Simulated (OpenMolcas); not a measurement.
Ce III: the spin-orbit constant, worked from levels

```
Program             : OpenMolcas
Basis               : ANO-RCC-VDZP [7s6p4d2f1g]
Scalar Hamiltonian  : DKH2, point nucleus
Active space        : 2 electrons in 7 orbitals (4f)
State averaging     : 2S+1 = 3 even, 21 roots; 2S+1 = 1 even, 28 roots
Spin-orbit coupling : RASSI with atomic mean-field integrals over the reference wave functions, term energies averaged over their components
```

Methods: CASSCF; SS-CASPT2, IPEA 0.25 Eh, imaginary shift 0.1 Eh (closed shells correlated: 5s 5p). Measured levels: Martin, Zalubas and Hagan, Atomic Energy Levels: The Rare-Earth Elements, NSRDS-NBS 60 (1978).

**The spin-orbit constant.** For the Hund term 3H of f2, E(J) = (A/2) J(J+1) + constant and ζ = 2S·A = 2A. From J = 4 to J = 6 the energy changes by 11 A.

```tsv
Source	E(6) - E(4)	A	ζ
CASSCF	3393.5	308.5	617
SS-CASPT2	3415.0	310.5	621
measured	3127.1	284.3	569
```

All in cm-1. SS-CASPT2 is off by +9.2 % and CASSCF by +8.5 %. Both methods take the spin-orbit matrix elements from the reference wave functions, so the second can move ζ only through the term energies and any multistate remixing. Second-order mixing with other terms is absorbed into this ζ.

CASPT2 breaks the degeneracy within a term, and the mean is taken; among the terms shown or strongly mixed into the levels shown the widest spread is 71 cm-1 (4f2 3H, SS-CASPT2). Over all roots computed the reference weight is 0.85 to 0.93 in SS-CASPT2; the roots of lowest weight are the least certain, and an intruder state may touch them. Without dynamic correlation excited terms often stand tens of per cent too high (terms of higher spin than the ground term too low), and those without a measured partner can miss by more than the paired ones (holds for CASSCF). Computed and measured levels are paired by configuration, term and J; levels that our copy of the source lacks, or whose pairing is in doubt (as where it misses far off the trend of its configuration), stay unpaired and out of the deviations. Only configurations of the active space appear.
